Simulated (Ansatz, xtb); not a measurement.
Isomers of C4H5FSi in order of energy

4 gas-phase structures of C4H5FSi, from a drawn sample of its isomers (lower ones may exist). Each was relaxed with GFN2-xTB:

A. `C#C[C@@H]1[SiH2][C@H]1F`, a singlet
B. `FC1=CC=C[SiH2]1`, a singlet
C. `FC1=C[SiH2]C=C1`, a singlet
D. `C#C/C=C\[SiH2]F`, a singlet

Task: Make a reasoned guess at their ranking by r2SCAN-D4/def2-SVP single-point energy.

Result: Calculated order at r2SCAN-D4/def2-SVP: C (0.000), D (0.048), B (0.308), A (2.537) eV. CCSD(T)/def2-SVP + ΔMP2/def2-TZVPP after further relaxation puts D lowest instead.

Energies above the lowest of each column, in eV; the last columns are at PBE-D3(BJ)/def2-SVP geometries and were run for some of them only (a dash: not run or not comparable):

```json
{"structure": "C", "GFN2-xTB": "0.644", "HF/STO-3G": "0.000", "r2SCAN-D4/def2-SVP": "0.000", "PBE-D3(BJ)/def2-SVP": "0.000", "CCSD(T)/def2-SVP + ΔMP2/def2-TZVPP": "0.435"}
{"structure": "D", "GFN2-xTB": "0.000", "HF/STO-3G": "1.625", "r2SCAN-D4/def2-SVP": "0.048", "PBE-D3(BJ)/def2-SVP": "0.141", "CCSD(T)/def2-SVP + ΔMP2/def2-TZVPP": "0.000"}
{"structure": "B", "GFN2-xTB": "0.759", "HF/STO-3G": "0.098", "r2SCAN-D4/def2-SVP": "0.308", "PBE-D3(BJ)/def2-SVP": "0.268", "CCSD(T)/def2-SVP + ΔMP2/def2-TZVPP": "0.749"}
{"structure": "A", "GFN2-xTB": "2.409", "HF/STO-3G": "2.765", "r2SCAN-D4/def2-SVP": "2.537", "PBE-D3(BJ)/def2-SVP": "–", "CCSD(T)/def2-SVP + ΔMP2/def2-TZVPP": "–"}
```

CCSD(T)/def2-SVP + ΔMP2/def2-TZVPP puts D lowest of those it was run on; HF/STO-3G picks C, r2SCAN-D4/def2-SVP picks C, PBE-D3(BJ)/def2-SVP picks C. CCSD(T)/def2-SVP + ΔMP2/def2-TZVPP orders those it was run on as D (0.000), C (0.435), B (0.749) eV. Flexible structures stand in one conformer each, not always the lowest. Frequencies (GFN2-xTB) were run for B, C, D alone. The ΔMP2 step shifts differences by up to 0.174 eV, which makes them less sure. ΔMP2 is the change of the MP2 energy from the smaller to the larger basis.

Over these structures GFN2-xTB departs from r2SCAN-D4/def2-SVP by 0.318 eV on average once a common shift is removed. A GFN2-xTB relaxation took about 0.11 s and the r2SCAN-D4/def2-SVP energy about 1.8 s on a shared host (Ansatz 0.2.0, xtb 6.7.1).
